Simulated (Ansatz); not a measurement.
The cluster Mg₂O₃H₂. Total charge 0; singlet. Geometry r2SCAN-D4/def2-SVP.

```xyz
7

Mg   -1.1082    0.4143    0.2291
Mg    0.9603   -0.0932   -0.7222
O    -0.4379    0.9520   -1.4603
O    -0.3340   -1.4481    0.0465
O     0.6864    0.6828    1.1286
H    -0.7599   -2.0856   -0.5396
H     0.9933    1.5779    1.3179
```

B3LYP takes the VWN-RPA correlation. HSE06 is defined as in plane-wave codes, on full-range PBE exchange. The structure comes from a short search, and lower isomers may exist.

Q: Estimate the orbital energies around the gap (eV) in Ansatz with LDA (SPW92)/def2-TZVP, PBE-D4/def2-TZVPD, B3LYP-D4/6-31G, PBE0-D4/def2-SVP, HSE06-D4/def2-TZVP.

A: 
```
orbital  LDA (SPW92)/def2-TZVP  PBE-D4/def2-TZVPD  B3LYP-D4/6-31G  PBE0-D4/def2-SVP  HSE06-D4/def2-TZVP
 HOMO−9                 -18.81             -18.95          -21.27            -21.10              -21.09
 HOMO−8                 -11.51             -11.37          -12.62            -13.02              -12.63
 HOMO−7                  -9.83              -9.77          -10.89            -11.27              -10.94
 HOMO−6                  -7.76              -7.56           -8.62             -9.02               -8.62
 HOMO−5                  -7.24              -7.08           -8.00             -8.59               -8.27
 HOMO−4                  -7.07              -6.89           -7.86             -8.33               -7.97
 HOMO−3                  -6.73              -6.58           -7.49             -8.06               -7.76
 HOMO−2                  -5.40              -5.20           -6.13             -6.22               -5.83
 HOMO−1                  -4.56              -4.41           -5.31             -5.56               -5.24
   HOMO                  -4.18              -4.00           -4.90             -5.10               -4.77
   LUMO                  -3.00              -2.87           -2.60             -2.18               -2.47
 LUMO+1                  -2.07              -1.99           -1.63             -1.27               -1.59
 LUMO+2                  -0.08              -0.41            0.60              1.03                0.46
 LUMO+3                   0.56               0.06            0.99              1.65                1.07
 LUMO+4                   0.76               0.36            1.56              1.70                1.22
 LUMO+5                   0.92               0.38            1.78              2.10                1.53
```
